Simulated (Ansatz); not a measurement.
The input (input.yaml):

```yaml
crystal:
  periodic: [false, false, false]
  atoms:
    - { symbol: C, position_ang: [-0.7931, 0.8393, -1.1091] }
    - { symbol: C, position_ang: [0.1247, 0.8324, -0.211] }
    - { symbol: Sn, position_ang: [0.4863, -0.9561, 0.8419] }
    - { symbol: H, position_ang: [-1.3717, 0.0186, -1.3344] }
    - { symbol: H, position_ang: [-1.0331, 1.7976, -1.6794] }
    - { symbol: H, position_ang: [0.7283, 1.7317, -0.0071] }
    - { symbol: H, position_ang: [2.191, -1.4681, 0.5509] }
    - { symbol: H, position_ang: [-0.5531, -2.1858, 0.3192] }
    - { symbol: H, position_ang: [0.3092, -0.6559, 2.6119] }
basis:
  gaussian: { orbitals: def2-SVP }
hamiltonian:
  xc: pbe0
  dispersion: d4
relax:
  f_tol: 0.015
  max_steps: 40
output:
  orbitals: {}
```

Run as:

```bash
$ ansatz run input.yaml --threads 1 --pin off --max-ram 2048MiB --backend cpu --events-out ev --progress --plain --runs-dir out
```

Hardware: 1 thread of AMD EPYC 9R45 96-Core Processor (Zen 5), with other jobs on the host.

Question: Roughly how long does this run take, and how much memory?

Answer: 10 s, with a peak of 0.19 GiB, for 5 ionic steps.
